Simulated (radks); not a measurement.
Fractional charge and spin in the 6s shell of hafnium: the spin-up occupation runs from 0 to 1 and the spin-down occupation from 0 to 1; the fullest corner is Hf, [Xe] 4f14 5d(up 1, down 1) 6s(up 1, down 1). Calculated with a radial shooting solver on a logarithmic mesh with Libxc functionals: scalar-relativistic Kohn-Sham, LDA (Slater exchange, Perdew-Wang correlation), spin-polarised, spherical densities, finite nucleus; Fermi nuclear charge, rms radius of each element as measured or else 0.836 A^(1/3) + 0.57 fm. Energy (eV) minus the two flat planes that join the four corners (they meet along the diagonal where the two added fractions sum to one electron); zero is where a piecewise linear energy would lie.

down \ up       0     0.5       1
0           0.000  -0.783   0.000
0.5        -0.783   0.173  -0.700
1           0.000  -0.700   0.000

Corners above the fullest one (they belong to Hf+ and the next ion): (up 1, down 0) 8.016 eV, (up 0, down 1) 8.016 eV, (up 0, down 0) 22.680 eV. With half an added electron in each spin the energy lies 0.173 eV from the planes, and with half an added electron in spin up alone -0.783 eV. The planes are only a guide here: the flat-plane condition holds for ground states with one frontier orbital, while this shell lies below other occupied shells, so the corners above the fullest one are inner-hole states and not the ground states of those ions.
